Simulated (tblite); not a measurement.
Species: C₇H₁₅ (doublet state).
SMILES with atom numbers: `[CH3:1][CH:2][C@@H:3]([CH3:4])[CH2:5][CH2:6][CH3:7]` (hydrogens: H8, H9, H10 on C1; H11 on C2; H12 on C3; H13, H14, H15 on C4; H16, H17 on C5; H18, H19 on C6; H20, H21, H22 on C7)

Geometry (GFN2-xTB, Å), atoms numbered from 1 in this order:
```
atom  x, y, z in Å
C1    -2.128   -1.691   -0.006
C2    -1.306   -0.607    0.569
C3    -0.779    0.526   -0.227
C4    -1.530    1.827    0.115
C5     0.726    0.730    0.030
C6     1.546   -0.487   -0.388
C7     3.033   -0.291   -0.116
H8    -2.003   -1.748   -1.086
H9    -1.868   -2.657    0.432
H10   -3.196   -1.539    0.198
H11   -1.186   -0.570    1.640
H12   -0.925    0.317   -1.293
H13   -2.592    1.715   -0.086
H14   -1.401    2.069    1.168
H15   -1.148    2.653   -0.481
H16    0.882    0.923    1.094
H17    1.070    1.607   -0.524
H18    1.395   -0.675   -1.454
H19    1.182   -1.362    0.156
H20    3.598   -1.170   -0.418
H21    3.207   -0.118    0.943
H22    3.412    0.566   -0.669
```

Computed geometry: GFN2-xTB, gas phase. This method treats the open shell by occupation alone, without spin polarisation.

Take the most abundant isotopes and a rigid rotor. The values belong to one conformer with, in the numbering `[CH3:1][CH:2][C@@H:3]([CH3:4])[CH2:5][CH2:6][CH3:7]`, C1–C2–C3–C4 108°, C2–C3–C5–C6 62°, C3–C5–C6–C7 -179°.

(1) Give the principal moments of inertia and the rotational constants in MHz.

(2) What kind of rotor is it?

(3) What does the inertial defect say?

(4) Give the other two planar moments, Paa and Pbb, and the rms extents of the mass along the axes.

(5) Where do the levels up to J = 3 lie, in cm⁻¹?

Answers

(1) Ia = 144.74, Ib = 345.20, Ic = 454.97 u·Å²; 505379 MHz·u·Å²/I gives A = 3492, B = 1464, C = 1111 MHz.

(2) An asymmetric top. Ray's parameter κ = (2B − A − C)/(A − C) = -0.703; −1 is the prolate and +1 the oblate limit.

(3) Not planar: Δ = Ic − Ia − Ib = -34.97 u·Å². For a rigid frame Δ = −2 Σ m c², so Σ m c² = 17.49 u·Å² lies off the ab plane: 12.42 from hydrogen and 5.07 from heavier atoms. The atom farthest from that plane is 1.56 Å away.

(4) Paa = Σ m a² = (Ib + Ic − Ia)/2 = 327.72 and Pbb = Σ m b² = (Ia + Ic − Ib)/2 = 127.26 u·Å². With the mass M = 99.12 u, the rms extents √(P/M) along a, b and c are 1.82, 1.13, 0.42 Å.

(5) Above 0(0,0):
J = 1: 1(0,1) 0.0859, 1(1,1) 0.1535, 1(1,0) 0.1653
J = 2: 2(0,2) 0.2562, 2(1,2) 0.3135, 2(1,1) 0.3489, 2(2,1) 0.5518, 2(2,0) 0.5532
J = 3: 3(0,3) 0.5084, 3(1,3) 0.5527, 3(1,2) 0.6232, 3(2,2) 0.8094, 3(2,1) 0.8163, 3(3,1) 1.1779, 3(3,0) 1.1780
The levels of one J sum to (2J + 1)J(J + 1)(A + B + C)/3.

For this open shell read J as N, the rotation without spin; fine and hyperfine splittings come on top. Its GFN2-xTB frequencies are all real (lowest 29 cm⁻¹). Zero-point vibration and centrifugal distortion are left out.
